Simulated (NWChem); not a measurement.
System: SnICl, singlet; SMILES [Cl][Sn][I]

Excerpt of the output:

```
             Northwest Computational Chemistry Package (NWChem) 7.3.0
             --------------------------------------------------------

 CS  symmetry detected

                             Geometry "geometry" -> ""
                             -------------------------

 Output coordinates in angstroms (scale by  1.889725989 to convert to a.u.)

  No.       Tag          Charge          X              Y              Z
 ---- ---------------- ---------- -------------- -------------- --------------
    1 Sn                  50.0000    -0.65484495     1.00589090     0.00000000
    2 Cl                  17.0000     1.47437240     2.09078571     0.00000000
    3 I                   53.0000     0.14486635    -1.61958306     0.00000000

 Effective nuclear repulsion energy (a.u.)     820.1403868398

      Symmetry information
      --------------------

 Group name             Cs
 Group number              2
 Group order               2
 No. of unique centers     3

                                 NWChem DFT Module
                                 -----------------

 Summary of "ao basis" -> "ao basis" (spherical)
 ------------------------------------------------------------------------------
       Tag                 Description            Shells   Functions and Types
 ---------------- ------------------------------  ------  ---------------------
 Sn                        def2-svpd                12       32   5s4p3d
 Cl                        def2-svpd                11       27   5s4p2d
 I                         def2-svpd                13       35   5s5p3d

      Symmetry analysis of basis
      --------------------------

        a'         65
        a"         29

            General Information
            -------------------
          SCF calculation type: DFT
          Wavefunction type:  closed shell.
          No. of atoms     :     3
          No. of electrons :    64
           Alpha electrons :    32
            Beta electrons :    32
          Charge           :     0
          Spin multiplicity:     1
          Use of symmetry is: on ; symmetry adaption is: on
          Maximum number of iterations: 150
          AO basis - number of functions:    94
                     number of shells:    36
          Convergence on energy requested:  1.00D-06
          Convergence on density requested:  1.00D-05
          Convergence on gradient requested:  5.00D-04

              XC Information
              --------------
                  TPSS metaGGA Exchange Functional  1.000
             TPSS03 metaGGA Correlation Functional  1.000

             Grid Information
             ----------------
          Grid used for XC integration:  medium
          Radial quadrature: Mura-Knowles
          Angular quadrature: Lebedev.
          Tag              B.-S. Rad. Rad. Pts. Rad. Cut. Ang. Pts.
          ---              ---------- --------- --------- ---------
          Sn                  1.45      123          13.0       590
          Cl                  1.00       88          15.0       590
          I                   1.40      123          14.0       590
          Grid pruning is: on
          Number of quadrature shells:   334
          Spatial weights used:  Erf1

      Superposition of Atomic Density Guess
      -------------------------------------

 Sum of atomic energies:       -1055.54895702

      Non-variational initial energy
      ------------------------------

 Total energy =    -969.440170
 1-e energy   =   -2019.354514
 2-e energy   =     803.988368
 HOMO         =      -0.278710
 LUMO         =      -0.055536

      Symmetry analysis of molecular orbitals - initial
      -------------------------------------------------

  Numbering of irreducible representations:

     1 a'          2 a"

  Orbital symmetries:

     1 a'          2 a'          3 a'          4 a'          5 a"
     6 a'          7 a'          8 a'          9 a'         10 a"
    11 a'         12 a'         13 a"         14 a'         15 a'
    16 a"         17 a'         18 a"         19 a'         20 a'
    21 a'         22 a"         23 a"         24 a'         25 a'
    26 a'         27 a'         28 a"         29 a'         30 a"
    31 a'         32 a'         33 a"         34 a'         35 a'
    36 a'         37 a'         38 a"         39 a'         40 a'
    41 a'         42 a"

     ---------------------------------------------
      Total Density - Mulliken Population Analysis
     ---------------------------------------------

    Atom       Charge   Shell Charges
 -----------   ------   -------------------------------------------------------
    1 Sn  22    20.57   1.60  0.43  1.22  0.60  0.00  3.28  2.71  0.50  0.19  9.77  0.30 -0.02
    2 Cl  17    17.78   2.00  1.99  1.25  0.71  0.04  5.94  2.21  3.40  0.21  0.01  0.02
    3 I   25    25.64   1.83  0.22  1.24  0.68  0.00  2.92  3.14  2.71  2.80  0.08  9.82  0.19  0.01

   convergence    iter        energy       DeltaE   RMS-Dens  Diis-err
 ---------------- ----- ----------------- --------- --------- ---------
 d= 0,ls=0.0,diis     1   -971.9222590244 -1.22D+03  2.58D-02  4.20D-01
 d= 0,ls=0.0,diis     2   -971.4928362099  4.29D-01  1.78D-02  2.50D+00
 d= 0,ls=0.0,diis     3   -971.9950831368 -5.02D-01  3.88D-03  2.60D-02
 d= 0,ls=0.0,diis     4   -971.9968715487 -1.79D-03  2.02D-03  1.74D-02
 d= 0,ls=0.0,diis     5   -972.0003172570 -3.45D-03  5.15D-04  1.26D-03
  Resetting Diis
 d= 0,ls=0.0,diis     6   -972.0005219530 -2.05D-04  1.35D-04  1.49D-04
 d= 0,ls=0.0,diis     7   -972.0005507548 -2.88D-05  7.46D-05  3.77D-06
 d= 0,ls=0.0,diis     8   -972.0005480041  2.75D-06  5.05D-05  1.65D-05
 d= 0,ls=0.0,diis     9   -972.0005515976 -3.59D-06  7.13D-06  2.94D-07
 d= 0,ls=0.0,diis    10   -972.0005516374 -3.98D-08  2.35D-06  2.65D-08

         Total DFT energy =     -972.000551637442
      One electron energy =    -2020.283619575138
           Coulomb energy =      870.693164227299
    Exchange-Corr. energy =      -68.336072016386
 Nuclear repulsion energy =      245.925975726782

 Numeric. integr. density =       63.999999635920

                  Occupations of the irreducible representations
                  ----------------------------------------------

                     irrep           alpha         beta
                     --------     --------     --------
                     a'               23.0         23.0
                     a"                9.0          9.0

                       DFT Final Molecular Orbital Analysis
                       ------------------------------------

 Vector   30  Occ=2.000000D+00  E=-2.552387D-01  Symmetry=a"
              MO Center=  1.5D-01, -1.3D+00,  8.2D-15, r^2= 3.0D+00
   Bfn.  Coefficient  Atom+Function         Bfn.  Coefficient  Atom+Function
  ----- ------------  ---------------      ----- ------------  ---------------
    73      0.572331  3 I  pz                76      0.499183  3 I  pz
    70     -0.232557  3 I  pz                67     -0.188811  3 I  pz
    46     -0.151042  2 Cl pz                14      0.127392  1 Sn pz
    43     -0.114944  2 Cl pz                40     -0.066176  2 Cl pz
    17      0.065172  1 Sn pz                19      0.045901  1 Sn d -1

 Vector   31  Occ=2.000000D+00  E=-2.534283D-01  Symmetry=a'
              MO Center=  1.2D-01,  9.8D-02, -2.5D-15, r^2= 5.7D+00
   Bfn.  Coefficient  Atom+Function         Bfn.  Coefficient  Atom+Function
  ----- ------------  ---------------      ----- ------------  ---------------
    72      0.434318  3 I  py                75      0.368192  3 I  py
     3     -0.331038  1 Sn s                 44     -0.258582  2 Cl px
    45      0.227523  2 Cl py                12      0.205074  1 Sn px
     4     -0.194528  1 Sn s                 41     -0.193022  2 Cl px
    42      0.175115  2 Cl py                69     -0.174665  3 I  py

 Vector   32  Occ=2.000000D+00  E=-2.420726D-01  Symmetry=a'
              MO Center=  1.3D-01, -1.0D+00, -2.2D-15, r^2= 3.9D+00
   Bfn.  Coefficient  Atom+Function         Bfn.  Coefficient  Atom+Function
  ----- ------------  ---------------      ----- ------------  ---------------
    71      0.564651  3 I  px                74      0.495528  3 I  px
    68     -0.228546  3 I  px                 3      0.223301  1 Sn s
    65     -0.185388  3 I  px                 4      0.182772  1 Sn s
    44      0.177568  2 Cl px                41      0.123942  2 Cl px
    45      0.108743  2 Cl py                 2     -0.087627  1 Sn s

 Vector   33  Occ=0.000000D+00  E=-1.439892D-01  Symmetry=a"
              MO Center= -5.2D-01,  8.2D-01, -5.3D-16, r^2= 4.1D+00
   Bfn.  Coefficient  Atom+Function         Bfn.  Coefficient  Atom+Function
  ----- ------------  ---------------      ----- ------------  ---------------
    14      0.609114  1 Sn pz                17      0.488034  1 Sn pz
    76     -0.208609  3 I  pz                73     -0.206598  3 I  pz
    46     -0.201408  2 Cl pz                11     -0.180876  1 Sn pz
     8     -0.168007  1 Sn pz                43     -0.142011  2 Cl pz
    70      0.081367  3 I  pz                40     -0.079758  2 Cl pz

 Vector   34  Occ=0.000000D+00  E=-7.313160D-02  Symmetry=a'
              MO Center= -4.8D-01,  4.3D-01, -1.0D-15, r^2= 6.6D+00
   Bfn.  Coefficient  Atom+Function         Bfn.  Coefficient  Atom+Function
  ----- ------------  ---------------      ----- ------------  ---------------
    13      0.434721  1 Sn py                16      0.383122  1 Sn py
    75      0.368398  3 I  py                 5      0.357736  1 Sn s
     3     -0.349214  1 Sn s                  4     -0.327139  1 Sn s
    12     -0.319096  1 Sn px                72      0.302497  3 I  py
    15     -0.293105  1 Sn px                63      0.234684  3 I  s

 Vector   35  Occ=0.000000D+00  E=-6.158236D-02  Symmetry=a'
              MO Center= -5.8D-01,  9.5D-01, -2.3D-16, r^2= 5.5D+00
   Bfn.  Coefficient  Atom+Function         Bfn.  Coefficient  Atom+Function
  ----- ------------  ---------------      ----- ------------  ---------------
    15      0.426172  1 Sn px                12      0.403548  1 Sn px
    13      0.350372  1 Sn py                44      0.325096  2 Cl px
    16      0.309952  1 Sn py                36     -0.273286  2 Cl s
     4      0.220905  1 Sn s                 41      0.194450  2 Cl px
     3      0.181549  1 Sn s                 35     -0.169728  2 Cl s

     ---------------------------------------------
      Total Density - Mulliken Population Analysis
     ---------------------------------------------

    Atom       Charge   Shell Charges
 -----------   ------   -------------------------------------------------------
    1 Sn  22    21.08   1.60  0.44  1.49  0.27 -0.03  3.27  2.73  0.93  0.28  9.69  0.43 -0.03
    2 Cl  17    17.56   2.00  1.98  1.27  0.70  0.06  5.93  2.13  3.18  0.27  0.01  0.02
    3 I   25    25.36   1.83  0.22  1.34  0.58  0.01  2.94  3.11  2.61  2.58  0.09  9.78  0.24  0.02

     -------------------------------------------
      Total Density - Lowdin Population Analysis
     -------------------------------------------

    Atom       Charge   Shell Charges
 -----------   ------   -------------------------------------------------------
    1 Sn  22    21.55   1.19  0.80  0.89  0.42  0.18  3.01  2.81  0.98  0.66  9.43  0.77  0.40
    2 Cl  17    17.35   2.00  1.96  1.02  0.68  0.17  5.82  2.24  2.86  0.45  0.01  0.15
    3 I   25    25.10   1.25  0.73  0.99  0.64  0.19  2.77  3.18  2.50  2.39  0.29  9.46  0.55  0.15

     Multipole analysis of the density
     ---------------------------------

     L   x y z        total         alpha         beta         nuclear
     -   - - -        -----         -----         ----         -------
     0   0 0 0     -0.000000    -32.000000    -32.000000     64.000000

     1   1 0 0     -1.093839    -14.038997    -14.038997     26.984155
     1   0 1 0      0.284700    -16.093590    -16.093590     32.471881
     1   0 0 1     -0.000000     -0.000000     -0.000000      0.000000

     2   2 0 0    -48.723269   -108.126119   -108.126119    167.528969
     2   1 1 0     -3.871979    -59.157136    -59.157136    114.442293
     2   1 0 1     -0.000000     -0.000000     -0.000000      0.000000
     2   0 2 0    -49.821502   -314.434324   -314.434324    579.047146
     2   0 1 1      0.000000      0.000000      0.000000      0.000000
     2   0 0 2    -46.054417    -23.027209    -23.027209      0.000000
```

Level: TPSS/def2-SVPD with def2 effective core potentials on Sn, I. Low-valent species are run as closed-shell singlets; no triplet was tried in these runs. The geometry was optimised at PBE0/def2-SVP. def2 effective core potentials on Sn, I; no spin-orbit coupling.

Write an input that gives this output.

Several could match; the one computed here: the input that was run:
```
start job
memory heap 200 mb stack 900 mb global 1100 mb
geometry units angstroms noautoz
  Sn    -0.673159     1.000869     0.000000
  Cl     1.436963     2.122452     0.000000
  I      0.171872    -1.610371     0.000000
end
basis spherical
  Sn library def2-svpd
  Cl library def2-svpd
  I library def2-svpd
end
ecp
  Sn library def2-ecp
  I library def2-ecp
end
dft
  xc xtpss03 ctpss03
  iterations 150
  mulliken
end
task dft energy
```
